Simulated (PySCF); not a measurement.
## A PySCF run on BeF

State: ²Σ⁺ (doublet), unpaired electrons σ ↑.

An equivalent input (the run itself took its basis sets from the Basis Set Exchange, started from a PBE0 density and held the occupation σ 5α 4β, πx 1α 1β, πy 1α 1β):

```python
from pyscf import gto, dft
mol = gto.M(atom='Be 0 0 0; F 0 0 1.394', basis={'Be': 'pcseg-1', 'F': 'pcseg-1'},
            charge=0, spin=1, verbose=4, symmetry='C2v')
mf = dft.UKS(mol, xc='HYB_MGGA_XC_R2SCANH')
mf.grids.atom_grid = (80, 434)
mf.grids.prune = dft.gen_grid.treutler_prune
mf.irrep_nelec = {'A1': (5, 4), 'B1': (1, 1), 'B2': (1, 1)}
mf.conv_tol = 1e-9
mf.max_cycle = 60
mf.diis_space = 10
mf.kernel()
```

The log (some set-up lines and the per-cycle HOMO/LUMO lines removed):

```
******** <class 'pyscf.dft.uks_symm.SymAdaptedUKS'> ********
method = SymAdaptedUKS
damping factor = 0
level_shift factor = 0
DIIS = <class 'pyscf.scf.diis.CDIIS'>
diis_start_cycle = 1
diis_space = 10
diis_damp = 0
SCF conv_tol = 1e-09
SCF conv_tol_grad = None
SCF max_cycles = 60
number electrons alpha = 7  beta = 6
Set gradient conv threshold to 3.16228e-05
init E= -114.51577491317
cycle= 1 E= -114.515844670907  delta_E= -6.98e-05  |g|= 0.0102  |ddm|= 0.0246
cycle= 2 E= -114.515776404636  delta_E= 6.83e-05  |g|= 0.0177  |ddm|= 0.0141
cycle= 3 E= -114.515880597596  delta_E= -0.000104  |g|= 0.000163  |ddm|= 0.00881
cycle= 4 E= -114.515880610893  delta_E= -1.33e-08  |g|= 3.53e-05  |ddm|= 0.000202
cycle= 5 E= -114.515880611657  delta_E= -7.64e-10  |g|= 2.51e-06  |ddm|= 6.88e-05
Extra cycle  E= -114.515880611661  delta_E= -3.98e-12  |g|= 2.19e-06  |ddm|= 4.76e-06
converged SCF energy = -114.515880611661  <S^2> = 0.7515028  2S+1 = 2.0015022
```

Repeating this along the bond gives Re = 1.395 Å and ωe = 1205 cm⁻¹.

A point of this curve took 0.29 CPU seconds beside 0.0098 for the integrals, on Arm Neoverse V1 (shared host).

The state is the lowest determinant that a PBE0 search found; another state may lie lower at other levels.
